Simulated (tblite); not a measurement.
Record of a relaxation.

Species: C2H5BOSi.
Atom-mapped SMILES: `[BH2:1][C:2]1=[CH:3][O:4][SiH2:5]1` (hydrogens: H6, H7 on B1; H8 on C3; H9, H10 on Si5)

Computed with GFN2-xTB (tblite), gas phase: L-BFGS steps from a force-field or distance-geometry start until the largest atomic force falls under 0.01 eV/Å. 8 of its 34 geometries are shown.

Step 0: E = -375.4931 eV, largest atomic force 7.081 eV/Å
```
atom  x, y, z in Å  |  force x, y, z in eV/Å
B1      1.618   -0.379   -0.582   -0.474   0.716   0.264
C2      0.233    0.127   -0.046    6.514   2.574  -1.038
C3     -0.218    1.328    0.448   -0.799  -2.587  -0.682
O4     -1.587    0.930    0.718    0.750   2.235   0.536
Si5    -1.298   -0.629    0.206   -4.490  -2.885   0.361
H6      1.729   -1.496   -0.940   -0.072   0.251   0.113
H7      2.528    0.369   -0.642   -0.102  -0.178   0.000
H8      0.277    2.288    0.575   -0.876  -0.320   0.178
H9     -1.978   -0.929   -1.066   -0.154   0.017   0.411
H10    -1.294   -1.603    1.305   -0.297   0.177  -0.143
```

Step 5: E = -376.2336 eV, largest atomic force 0.554 eV/Å
```
atom  x, y, z in Å  |  force x, y, z in eV/Å
B1      1.663   -0.348   -0.592    0.245   0.065  -0.042
C2      0.337    0.118   -0.067    0.132  -0.137  -0.097
C3     -0.211    1.251    0.413   -0.059   0.233   0.138
O4     -1.513    1.012    0.729   -0.014  -0.530  -0.161
Si5    -1.343   -0.652    0.206   -0.156  -0.139   0.020
H6      1.725   -1.465   -0.928    0.185  -0.040  -0.067
H7      2.573    0.376   -0.651    0.193   0.058  -0.046
H8      0.165    2.240    0.594    0.074   0.221   0.019
H9     -2.037   -0.930   -1.046   -0.261   0.089   0.269
H10    -1.350   -1.598    1.317   -0.339   0.180  -0.033
```

Step 9: E = -376.3222 eV, largest atomic force 0.355 eV/Å
```
atom  x, y, z in Å  |  force x, y, z in eV/Å
B1      1.731   -0.326   -0.605   -0.097  -0.025   0.041
C2      0.373    0.097   -0.081    0.016   0.253   0.048
C3     -0.192    1.230    0.408   -0.160  -0.077   0.016
O4     -1.494    0.949    0.708   -0.071   0.283   0.091
Si5    -1.340   -0.672    0.198    0.296  -0.151  -0.125
H6      1.779   -1.451   -0.939    0.302   0.072  -0.075
H7      2.653    0.400   -0.669   -0.136  -0.084   0.012
H8      0.116    2.251    0.607    0.158  -0.216  -0.100
H9     -2.146   -0.911   -0.980   -0.172   0.005  -0.031
H10    -1.471   -1.561    1.331   -0.137  -0.060   0.123
```

Step 14: E = -376.3566 eV, largest atomic force 0.204 eV/Å
```
atom  x, y, z in Å  |  force x, y, z in eV/Å
B1      1.738   -0.319   -0.603    0.100   0.003  -0.036
C2      0.381    0.101   -0.084   -0.128  -0.071   0.016
C3     -0.207    1.223    0.409    0.047   0.007  -0.015
O4     -1.496    0.953    0.708    0.082  -0.114  -0.060
Si5    -1.314   -0.703    0.183   -0.149   0.125   0.063
H6      1.853   -1.432   -0.956    0.068   0.019  -0.011
H7      2.659    0.402   -0.670   -0.086   0.087   0.053
H8      0.135    2.231    0.596    0.078  -0.044  -0.033
H9     -2.205   -0.902   -0.949    0.001  -0.002   0.022
H10    -1.535   -1.550    1.343   -0.015  -0.010   0.001
```

Step 19: E = -376.3854 eV, largest atomic force 0.178 eV/Å
```
atom  x, y, z in Å  |  force x, y, z in eV/Å
B1      1.748   -0.310   -0.605    0.005  -0.034   0.000
C2      0.358    0.029   -0.099    0.157   0.028  -0.054
C3     -0.178    1.181    0.381    0.025  -0.075   0.043
O4     -1.474    0.959    0.701   -0.060   0.135   0.056
Si5    -1.372   -0.691    0.206    0.072  -0.100  -0.042
H6      2.001   -1.387   -0.985   -0.086  -0.090  -0.001
H7      2.605    0.486   -0.629   -0.066   0.155   0.058
H8      0.216    2.171    0.559    0.013  -0.030  -0.047
H9     -2.277   -0.892   -0.905   -0.072   0.021  -0.113
H10    -1.618   -1.541    1.354    0.012  -0.010   0.100
```

Step 24: E = -376.3933 eV, largest atomic force 0.096 eV/Å
```
atom  x, y, z in Å  |  force x, y, z in eV/Å
B1      1.751   -0.312   -0.606    0.000   0.005   0.002
C2      0.359    0.016   -0.104   -0.012   0.009   0.022
C3     -0.170    1.169    0.383    0.002  -0.009  -0.027
O4     -1.467    0.966    0.702    0.033  -0.088  -0.018
Si5    -1.375   -0.701    0.203    0.017   0.034  -0.007
H6      2.004   -1.393   -0.987   -0.012   0.058   0.020
H7      2.576    0.524   -0.610   -0.046  -0.036   0.004
H8      0.238    2.158    0.544   -0.003  -0.041  -0.006
H9     -2.288   -0.885   -0.915    0.012   0.027   0.018
H10    -1.619   -1.537    1.368    0.009   0.041  -0.007
```

Step 28: E = -376.3944 eV, largest atomic force 0.017 eV/Å
```
atom  x, y, z in Å  |  force x, y, z in eV/Å
B1      1.751   -0.311   -0.605    0.001  -0.001   0.000
C2      0.359    0.008   -0.105   -0.001  -0.007  -0.005
C3     -0.167    1.163    0.379   -0.009  -0.008   0.004
O4     -1.462    0.960    0.701   -0.014   0.006   0.003
Si5    -1.375   -0.702    0.201   -0.005  -0.006   0.002
H6      2.013   -1.385   -0.988    0.008  -0.006  -0.004
H7      2.564    0.533   -0.604    0.012   0.003  -0.002
H8      0.245    2.148    0.538   -0.006  -0.006   0.000
H9     -2.294   -0.879   -0.911    0.005   0.015  -0.007
H10    -1.625   -1.529    1.370    0.009   0.009   0.010
```

Step 33: E = -376.3945 eV, largest atomic force 0.008 eV/Å
```
atom  x, y, z in Å  |  force x, y, z in eV/Å
B1      1.752   -0.311   -0.605   -0.003  -0.001  -0.001
C2      0.358    0.006   -0.105    0.001   0.001   0.001
C3     -0.170    1.160    0.379    0.004   0.003  -0.003
O4     -1.465    0.958    0.701    0.005  -0.002  -0.002
Si5    -1.376   -0.703    0.201   -0.002  -0.001   0.000
H6      2.015   -1.385   -0.988    0.004   0.003   0.000
H7      2.565    0.533   -0.605   -0.005  -0.005   0.001
H8      0.243    2.146    0.538   -0.002   0.005   0.003
H9     -2.292   -0.873   -0.913   -0.003   0.001  -0.007
H10    -1.621   -1.525    1.374    0.001  -0.003   0.007
```

**Question.** Summarise the path.

**Answer.** The energy falls by 20.79 kcal/mol from step 0 to step 33; nine tenths of that is first reached at step 8. It falls at every step. The largest force goes from 7.081 to 0.008 eV/Å. Among the bonds C2–Si5 changes most, from 1.727 to 1.898 Å; the atoms move by 0.226 Å rms after alignment.

**Question.** Follow the three bonds and two angles with the largest change from start to end.

**Answer.** 
| step | E above end (kcal/mol) | largest force (eV/Å) | C2–Si5 (Å) | C3–O4 (Å) | O4–Si5 (Å) | O4–C3–H8 (°) | C2–C3–O4 (°) |
| --- | --- | --- | --- | --- | --- | --- | --- |
| 0 | 20.79 | 7.081 | 1.727 | 1.451 | 1.666 | 130.5 | 97.9 |
| 1 | 8.98 | 1.412 | 1.903 | 1.416 | 1.725 | 127.0 | 105.8 |
| 3 | 5.14 | 1.071 | 1.862 | 1.360 | 1.736 | 123.1 | 106.8 |
| 4 | 4.42 | 0.760 | 1.862 | 1.357 | 1.745 | 120.3 | 108.1 |
| 6 | 3.21 | 0.610 | 1.877 | 1.364 | 1.750 | 115.6 | 109.1 |
| 7 | 2.54 | 0.447 | 1.888 | 1.367 | 1.735 | 114.3 | 108.7 |
| 9 | 1.67 | 0.355 | 1.899 | 1.365 | 1.706 | 115.1 | 107.7 |
| 10 | 1.34 | 0.429 | 1.901 | 1.361 | 1.707 | 116.2 | 107.8 |
| 11 | 1.12 | 0.303 | 1.901 | 1.356 | 1.718 | 116.9 | 108.3 |
| 13 | 0.94 | 0.188 | 1.897 | 1.352 | 1.740 | 117.0 | 109.0 |
| 14 | 0.88 | 0.204 | 1.895 | 1.351 | 1.747 | 116.8 | 109.2 |
| 16 | 0.67 | 0.252 | 1.891 | 1.349 | 1.751 | 116.6 | 109.0 |
| 17 | 0.52 | 0.228 | 1.891 | 1.349 | 1.744 | 116.8 | 108.8 |
| 19 | 0.21 | 0.178 | 1.898 | 1.353 | 1.725 | 117.5 | 108.8 |
| 20 | 0.14 | 0.177 | 1.902 | 1.354 | 1.726 | 117.6 | 109.1 |
| 22 | 0.07 | 0.111 | 1.903 | 1.353 | 1.736 | 117.6 | 109.4 |
| 23 | 0.04 | 0.129 | 1.902 | 1.352 | 1.740 | 117.6 | 109.4 |
| 24 | 0.03 | 0.096 | 1.900 | 1.351 | 1.742 | 117.7 | 109.3 |
| 26 | 0.01 | 0.037 | 1.899 | 1.350 | 1.739 | 117.9 | 109.1 |
| 27 | 0.01 | 0.028 | 1.898 | 1.350 | 1.738 | 117.9 | 109.1 |
| 29 | 0.00 | 0.017 | 1.898 | 1.350 | 1.738 | 117.9 | 109.2 |
| 30 | 0.00 | 0.026 | 1.898 | 1.350 | 1.738 | 117.9 | 109.3 |
| 32 | 0.00 | 0.016 | 1.898 | 1.350 | 1.738 | 117.9 | 109.3 |
| 33 | 0.00 | 0.008 | 1.898 | 1.350 | 1.737 | 117.9 | 109.3 |

What follows is the cost of the whole relaxation. Time: 0.22 s wall. Hardware: an Arm Neoverse N1 with one thread, no GPU (shared host).
